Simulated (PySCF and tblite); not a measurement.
Results of a calculation; reference values are marked as such.
System: C₅H₁₀Si₂, numbered as in [SiH3:1][C:2]1([SiH3:3])[CH:4]=[CH:5][CH:6]=[CH:7]1.

Geometries: B3LYP-D3(BJ)/def2-SVP; energies: PBE0/pcSseg-1 + D3(BJ), IEF-PCM dichloromethane; zero-point and thermal terms from GFN2-xTB harmonic modes (soft modes blended into free rotors). Rates follow Eyring's equation with the number of equivalent paths and no tunnelling. Programs: tblite and PySCF.

Task: Estimate the barrier and the room-temperature rate of the shift of Si1 from C2 to C7.

Result: The electronic barrier is 14.5 kcal/mol and ΔG‡(298 K) 14.7 kcal/mol, over a C1 saddle with an imaginary mode of 237i cm⁻¹ (GFN2-xTB). With 4 equivalent paths, k is 390 s⁻¹, a mean lifetime of the start of 2.6 ms against this motion. The end lies 2.7 kcal/mol above the start in free energy.
